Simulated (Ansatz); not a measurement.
`C/C=C(\F)C(F)F` → `C=C(F)C(F)F` + `[CH2]` (triplet) at 500 K and 1 bar (formal loss of a carbene).

Calculated with Ansatz (gas phase, PBE0-D4/def2-TZVP geometries, no zero-point term in ΔE). CBS: MP2 limit from def2 TZ/QZ plus the TZ coupled-cluster correction, frozen cores. This one scheme is used for every species. Triplets are unrestricted, without spin–orbit coupling. Each species was taken in one conformer, which may not be the lowest.

| species | CCSD(T)/CBS energy (Eh) | H − E (kJ/mol) | S (J/(mol·K)) |
| --- | --- | --- | --- |
| `C/C=C(\F)C(F)F` | -454.56471 | 275.4 | 424.6 |
| `C=C(F)C(F)F` | -415.29924 | 191.3 | 375.5 |
| `[CH2]` (triplet) | -39.09499 | 62.7 | 213.9 |

H − E and S are ideal-gas, rigid-rotor, harmonic terms from PBE0-D4/def2-TZVP, for one conformer and one mirror image of each species, with the whole ground term of open shells counted as degenerate. 1 Eh = 2625.50 kJ/mol, R = 8.31446 J/(mol·K).

**Question.** By hand: ΔE, ΔH, ΔS and ΔG.

**Answer.** ΔE = (-415.29924) + (-39.09499) − (-454.56471) = 0.17048 Eh = 447.6 kJ/mol. Δ(H − E) = 191.3 + 62.7 − 275.4 = -21.4, so ΔH = 426.2 kJ/mol. ΔS = 375.5 + 213.9 − 424.6 = 164.8 J/(mol·K). ΔG = 426.2 − 500 × (164.8)/1000 = 343.8 kJ/mol.

**Question.** By hand: the equilibrium constant, and the temperature at which ΔG would vanish if ΔH and ΔS stayed fixed.

**Answer.** log₁₀ K = −ΔG/(RT ln 10) = -35.9. ΔG = 0 at ΔH/ΔS = 2586 K, far beyond where these terms or the molecules hold.

The number of gas molecules changes by +1, which sets the sign of ΔS. A doubt of 5 kJ/mol in ΔE shifts log₁₀ K by 0.5 here. Other conformers and mirror images would add mixing entropy, several J/(mol·K) or more a flexible species. A triplet takes part, so the spin changes. These are equilibria of isolated gas molecules and say nothing of rates. Largest T1 diagnostic: 0.012 (customary marks: 0.02 for closed shells, 0.045 for open ones).
